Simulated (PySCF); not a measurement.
Compound: C7H10OSi.
Structure used (PBE0-D3(BJ)/def2-SVP), in Å, numbered top down from 1:
```
atom  x, y, z in Å
C1    -0.3706    2.8232    0.8406
C2    -0.6169    1.7499    0.3321
C3    -0.8984    0.4578   -0.2650
C4    -1.9300   -0.3714    0.4743
C5    -1.6839   -1.6719    0.6840
C6    -0.3885   -2.2696    0.2030
Si7    0.5947   -0.7488   -0.3035
O8     1.7425   -0.4395    0.8507
C9     2.7284    0.5561    0.8053
H10   -0.1575    3.7770    1.2853
H11   -1.2305    0.6204   -1.3101
H12   -2.8539    0.1060    0.8155
H13   -2.4174   -2.3004    1.2011
H14   -0.5500   -2.9623   -0.6421
H15    0.1229   -2.8485    0.9901
H16    1.2458   -0.7772   -1.6510
H17    3.5323    0.2897    1.5091
H18    3.1752    0.6532   -0.2016
H19    2.3183    1.5372    1.0959
```

Probes without a nucleus sit at each ring's centroid and 1 Å off its mean plane on both sides; NICS is minus the shielding there, NICSzz its component along the normal. Level: GIAO HF/pcSseg-1 (PySCF, non-relativistic, gas phase) on the PBE0-D3(BJ)/def2-SVP geometry, one conformer.

Ring bond lengths (Å): C3–C4 1.516, C4–C5 1.340, C5–C6 1.506, C6–Si7 1.881, Si7–C3 1.920.

Give the NICS values of each ring in ppm.

```
           ring                                                      type  NICS(0)  NICS(1), two faces  NICS(1)zz, two faces  rms pucker (Å)  centre to ring atoms, mean (Å)
C3–C4–C5–C6–Si7  5-membered ring with Si; formal bonds 1 double, 4 single     -2.5         -3.7 / -3.5           -2.8 / -1.0            0.08                            1.38
```

What do they say, and how far can they be read as aromaticity?

- C3–C4–C5–C6–Si7: mean NICS(1)zz -1.9 ppm, near zero. C3, C6, Si7 have four or more neighbours, so the value isn't read as a sign of a π ring current.

Give the inner angles of the rings.

- C3–C4–C5–C6–Si7: C3 101.3°, C4 118.8°, C5 119.6°, C6 102.4°, Si7 95.5°; sum 537.6° against 540° for a flat convex ring.

How shielded are the nuclei of the rings and their hydrogens (means over atoms taken as equivalent)?

| atoms | environment | σ isotropic (ppm) |
| --- | --- | --- |
| C3 | sp3 carbon bound to silicon | 176.4 |
| C4 | alkene CH carbon | 49.6 |
| C5 | alkene CH carbon | 51.4 |
| C6 | sp3 carbon bound to silicon | 177.5 |
| Si7 | oxygen-bound silicon | 384.7 |
| H11 | methine hydrogen | 29.82 |
| H12 | vinylic hydrogen | 25.75 |
| H13 | vinylic hydrogen | 25.64 |
| H14 | methylene hydrogen | 30.65 |
| H15 | methylene hydrogen | 30.39 |
| H16 | Si–H hydrogen | 27.10 |

How do the values depend on the level or the medium?

| level | NICS(0), C3–C4–C5–C6–Si7 | mean NICS(1)zz, C3–C4–C5–C6–Si7 |
| --- | --- | --- |
| HF/pcSseg-1, gas | -2.5 | -1.9 |
| PBE0/pcSseg-1, gas | -2.4 | -2.1 |

The geometry is the same throughout.
